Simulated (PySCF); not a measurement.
Geometry:
```
atom   x (Å)   y (Å)   z (Å)
  C1   3.340  -0.061  -0.447
  C2   2.156   0.551  -0.392
  C3   1.073   0.264   0.598
  C4  -0.200  -0.250  -0.065
 Si5  -1.073   0.762  -1.421
  O6  -2.603   0.129  -1.105
  C7  -2.600  -0.785  -0.037
  C8  -1.392  -0.518   0.857
 Cl9  -1.726   0.941   1.873
 H10   3.605  -0.847   0.268
 H11   4.088   0.202  -1.199
 H12   1.936   1.336  -1.130
 H13   0.827   1.187   1.150
 H14   1.432  -0.463   1.347
 H15   0.024  -1.218  -0.556
 H16  -1.036   2.243  -1.259
 H17  -0.626   0.413  -2.800
 H18  -2.525  -1.825  -0.416
 H19  -3.539  -0.700   0.531
 H20  -1.217  -1.341   1.567
```

Geometry: PBE0-D3(BJ)/def2-SVP; GIAO absolute shieldings from PySCF 2.14.0 with density-fitted response routines, gas phase, non-relativistic, averaged over equivalent atoms.

At PBE0/pcSseg-1 (222 basis functions, 100 s wall time on 1 thread of an Arm Neoverse N1, shared host):
| atoms | σ (ppm) |
| --- | --- |
| C2 | 36.8 |
| C1 | 60.5 |
| C7 | 107.2 |
| C8 | 111.7 |
| C3 | 147.3 |
| C4 | 147.8 |
| Si5 | 347.1 |
| O6 | 314.0 |
| Cl9 | 808.4 |
| H12 | 25.56 |
| H10 | 25.83 |
| H11 | 25.99 |
| H16 | 26.12 |
| H17 | 26.34 |
| H19 | 26.99 |
| H20 | 27.16 |
| H18 | 27.27 |
| H13 | 28.51 |
| H14 | 29.07 |
| H15 | 29.94 |

Question: Estimate the result of repeating the calculation with PBE/pcSseg-1.

Answer: 
| atoms | σ at PBE/pcSseg-1 | change |
| --- | --- | --- |
| C2 | 33.2 | -3.6 |
| C1 | 58.7 | -1.8 |
| C7 | 99.4 | -7.8 |
| C8 | 103.9 | -7.8 |
| C3 | 139.9 | -7.4 |
| C4 | 139.7 | -8.1 |
| Si5 | 329.6 | -17.5 |
| O6 | 301.0 | -13.0 |
| Cl9 | 772.6 | -35.8 |
| H12 | 25.45 | -0.11 |
| H10 | 25.84 | +0.01 |
| H11 | 26.00 | +0.01 |
| H16 | 25.80 | -0.32 |
| H17 | 26.05 | -0.29 |
| H19 | 26.80 | -0.19 |
| H20 | 26.91 | -0.25 |
| H18 | 26.97 | -0.30 |
| H13 | 28.29 | -0.22 |
| H14 | 28.96 | -0.11 |
| H15 | 29.68 | -0.26 |

The largest change is at Cl9 (chlorine bonded to C). Cost: 222 basis functions, 97 s wall time on 1 thread of an Arm Neoverse N1, shared host. The order of the carbon signals changes between the two levels.

Carbons that carry Cl, above all several Cl atoms, come out too deshielded, partly because spin–orbit coupling is missing.
